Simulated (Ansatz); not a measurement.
Born–Oppenheimer molecular dynamics of ClH5O2Si (9 atoms, charge 0, multiplicity 1). It starts at the highest image of a converged band. Of that band: A structure lower than the last end lies on the path between it and the top, so the climb from that side starts below the end, which may itself be a saddle point or a shallow side well. Neighbouring images differ by up to 2.0 eV, so the band resolves the path poorly. A vibrational analysis at the climbing image gives one clearly imaginary mode, 952i cm⁻¹: a first-order saddle point.

These are results of RHF/def2-SVP in Ansatz 0.2.0, not measurements.

```json
{"ensemble": "NVE (velocity Verlet)", "time step": "0.5 fs", "steps asked": "200", "starting velocities drawn for": "300 K", "seed": "2155"}
```

Frames 0.5 fs apart, positions in Å, forces in eV/Å.

Velocities at 60 fs (Å/ps):

```
Si -7.46 -12.80 0.73
H -3.27 -36.60 3.42
O -2.78 -1.61 -2.71
H -15.87 2.62 19.56
H 4.69 4.77 4.90
O 0.02 -10.73 -13.88
H 24.40 -10.08 -29.63
Cl 7.53 17.50 9.23
H -23.17 -23.78 -79.68
```

```xyz
9
Properties=species:S:1:pos:R:3:forces:R:3 time_fs=60 energy_less_start_eV=-1.720 T=2203
Si 0.044 -0.443 -0.018 -0.33 -0.17 -1.52
H -0.274 -0.727 1.311 -0.58 -0.16 1.79
O 1.654 -0.224 -0.111 0.09 0.60 -0.43
H 2.317 -0.860 -0.265 0.33 -0.56 -0.02
H -0.607 0.788 -0.530 0.15 -0.19 0.04
O -0.533 -1.785 -0.802 0.16 -0.11 -1.57
H -0.597 -1.921 -1.762 0.18 0.45 1.61
Cl 1.138 2.733 1.539 -2.55 -4.06 0.49
H 1.746 3.727 1.450 2.56 4.19 -0.39
9
Properties=species:S:1:pos:R:3:forces:R:3 time_fs=60.5 energy_less_start_eV=-1.638 T=2117
Si 0.040 -0.450 -0.017 -0.27 -0.13 -1.45
H -0.277 -0.746 1.315 -0.56 -0.13 1.64
O 1.652 -0.224 -0.113 -0.37 0.92 -0.35
H 2.309 -0.859 -0.255 0.69 -0.91 -0.08
H -0.605 0.790 -0.527 0.15 -0.27 0.08
O -0.533 -1.791 -0.809 0.18 -0.09 -1.78
H -0.585 -1.926 -1.775 0.17 0.48 1.85
Cl 1.141 2.741 1.544 -3.04 -4.88 0.80
H 1.738 3.720 1.410 3.05 5.01 -0.71
9
Properties=species:S:1:pos:R:3:forces:R:3 time_fs=61 energy_less_start_eV=-1.660 T=2141
Si 0.036 -0.456 -0.017 -0.22 -0.13 -1.27
H -0.280 -0.765 1.323 -0.50 -0.08 1.38
O 1.651 -0.225 -0.114 -0.69 1.10 -0.31
H 2.303 -0.861 -0.246 0.91 -1.12 -0.11
H -0.602 0.792 -0.525 0.14 -0.34 0.12
O -0.533 -1.796 -0.817 0.21 -0.04 -1.76
H -0.572 -1.929 -1.784 0.14 0.48 1.86
Cl 1.145 2.750 1.549 -2.97 -4.79 1.03
H 1.737 3.725 1.368 2.98 4.91 -0.94
9
Properties=species:S:1:pos:R:3:forces:R:3 time_fs=61.5 energy_less_start_eV=-1.780 T=2269
Si 0.033 -0.462 -0.017 -0.19 -0.17 -1.02
H -0.285 -0.784 1.333 -0.43 -0.01 1.04
O 1.649 -0.225 -0.115 -0.81 1.10 -0.31
H 2.300 -0.865 -0.236 0.94 -1.15 -0.09
H -0.599 0.792 -0.522 0.13 -0.39 0.14
O -0.533 -1.802 -0.824 0.25 0.06 -1.50
H -0.559 -1.931 -1.788 0.11 0.44 1.64
Cl 1.148 2.758 1.553 -2.38 -3.83 1.04
H 1.742 3.742 1.324 2.38 3.95 -0.95
9
Properties=species:S:1:pos:R:3:forces:R:3 time_fs=62 energy_less_start_eV=-1.934 T=2433
Si 0.029 -0.469 -0.017 -0.17 -0.23 -0.71
H -0.291 -0.803 1.347 -0.34 0.08 0.67
O 1.648 -0.226 -0.117 -0.74 0.90 -0.34
H 2.298 -0.872 -0.227 0.77 -0.99 -0.03
H -0.595 0.792 -0.518 0.10 -0.43 0.16
O -0.533 -1.807 -0.832 0.30 0.19 -1.02
H -0.545 -1.932 -1.788 0.07 0.37 1.19
Cl 1.151 2.765 1.558 -1.48 -2.35 0.81
H 1.754 3.768 1.277 1.49 2.46 -0.72
9
Properties=species:S:1:pos:R:3:forces:R:3 time_fs=62.5 energy_less_start_eV=-2.044 T=2552
Si 0.025 -0.475 -0.017 -0.14 -0.32 -0.39
H -0.298 -0.821 1.362 -0.26 0.17 0.28
O 1.646 -0.226 -0.119 -0.50 0.55 -0.40
H 2.298 -0.881 -0.218 0.44 -0.67 0.04
H -0.591 0.791 -0.515 0.07 -0.46 0.17
O -0.533 -1.812 -0.840 0.33 0.35 -0.35
H -0.532 -1.933 -1.785 0.05 0.28 0.55
Cl 1.154 2.773 1.563 -0.54 -0.79 0.41
H 1.769 3.800 1.229 0.54 0.90 -0.32
9
Properties=species:S:1:pos:R:3:forces:R:3 time_fs=63 energy_less_start_eV=-2.067 T=2578
Si 0.021 -0.482 -0.017 -0.12 -0.41 -0.07
H -0.305 -0.840 1.378 -0.17 0.25 -0.09
O 1.644 -0.226 -0.120 -0.18 0.11 -0.44
H 2.300 -0.892 -0.209 0.04 -0.27 0.11
H -0.587 0.788 -0.510 0.03 -0.46 0.18
O -0.533 -1.818 -0.848 0.35 0.51 0.45
H -0.518 -1.932 -1.781 0.05 0.17 -0.21
Cl 1.157 2.780 1.568 0.28 0.57 -0.05
H 1.786 3.835 1.180 -0.27 -0.47 0.14
9
Properties=species:S:1:pos:R:3:forces:R:3 time_fs=63.5 energy_less_start_eV=-2.004 T=2511
Si 0.017 -0.488 -0.017 -0.07 -0.52 0.22
H -0.313 -0.858 1.394 -0.09 0.33 -0.43
O 1.642 -0.226 -0.122 0.14 -0.34 -0.48
H 2.301 -0.904 -0.200 -0.36 0.15 0.16
H -0.583 0.785 -0.506 -0.02 -0.45 0.17
O -0.532 -1.823 -0.856 0.34 0.67 1.27
H -0.504 -1.931 -1.777 0.06 0.06 -1.00
Cl 1.160 2.788 1.573 0.90 1.62 -0.50
H 1.802 3.868 1.131 -0.90 -1.52 0.59
9
Properties=species:S:1:pos:R:3:forces:R:3 time_fs=64 energy_less_start_eV=-1.884 T=2381
Si 0.013 -0.495 -0.017 -0.02 -0.62 0.47
H -0.321 -0.875 1.408 -0.02 0.40 -0.73
O 1.640 -0.226 -0.124 0.40 -0.74 -0.49
H 2.302 -0.915 -0.190 -0.71 0.52 0.20
H -0.579 0.780 -0.501 -0.07 -0.42 0.16
O -0.532 -1.828 -0.864 0.31 0.79 1.95
H -0.490 -1.930 -1.776 0.10 -0.02 -1.65
Cl 1.163 2.795 1.578 1.34 2.36 -0.90
H 1.815 3.897 1.084 -1.34 -2.27 0.98
9
Properties=species:S:1:pos:R:3:forces:R:3 time_fs=64.5 energy_less_start_eV=-1.748 T=2234
Si 0.010 -0.501 -0.018 0.05 -0.72 0.68
H -0.329 -0.891 1.421 0.04 0.46 -0.97
O 1.639 -0.226 -0.126 0.56 -1.06 -0.48
H 2.301 -0.925 -0.180 -0.95 0.79 0.21
H -0.576 0.775 -0.496 -0.12 -0.37 0.14
O -0.532 -1.833 -0.871 0.28 0.86 2.32
H -0.476 -1.929 -1.779 0.14 -0.05 -1.99
Cl 1.166 2.803 1.583 1.62 2.86 -1.23
H 1.826 3.922 1.039 -1.63 -2.77 1.31
9
Properties=species:S:1:pos:R:3:forces:R:3 time_fs=65 energy_less_start_eV=-1.632 T=2106
Si 0.006 -0.508 -0.018 0.14 -0.80 0.85
H -0.337 -0.906 1.432 0.10 0.50 -1.16
O 1.637 -0.227 -0.128 0.60 -1.26 -0.45
H 2.298 -0.933 -0.169 -1.07 0.95 0.20
H -0.572 0.768 -0.490 -0.18 -0.31 0.12
O -0.531 -1.838 -0.879 0.26 0.87 2.29
H -0.462 -1.929 -1.786 0.16 -0.04 -1.94
Cl 1.170 2.811 1.587 1.79 3.16 -1.49
H 1.832 3.939 0.997 -1.80 -3.07 1.57
9
Properties=species:S:1:pos:R:3:forces:R:3 time_fs=65.5 energy_less_start_eV=-1.555 T=2022
Si 0.002 -0.515 -0.017 0.24 -0.86 0.97
H -0.344 -0.919 1.440 0.14 0.54 -1.30
O 1.635 -0.227 -0.130 0.52 -1.33 -0.40
H 2.292 -0.939 -0.158 -1.06 0.97 0.18
H -0.569 0.761 -0.484 -0.25 -0.24 0.09
O -0.531 -1.843 -0.885 0.27 0.84 1.88
H -0.447 -1.928 -1.799 0.15 0.00 -1.50
Cl 1.173 2.819 1.592 1.88 3.31 -1.70
H 1.835 3.949 0.959 -1.89 -3.24 1.77
```

Of the whole run (100 fs, mean temperature of the second half 2302 K): The conserved energy stayed within 0.69 meV per atom of its start (net change 0.32 meV per atom), so the integration is sound. The kinetic energy rose, since the run started high on the potential surface and went downhill. It ends in pieces (ClH + H4O2Si), so much of that is their flight and rotation, not heat. A run of 0.1 ps of so small a system gives no equilibrium averages. The orbitals stay closed-shell, which can raise the energy where a bond breaks towards radicals; this wasn't checked here.

The run took 4.2 min on 1 thread of Arm Neoverse V2, on a shared host, peak memory 0.16 GiB.
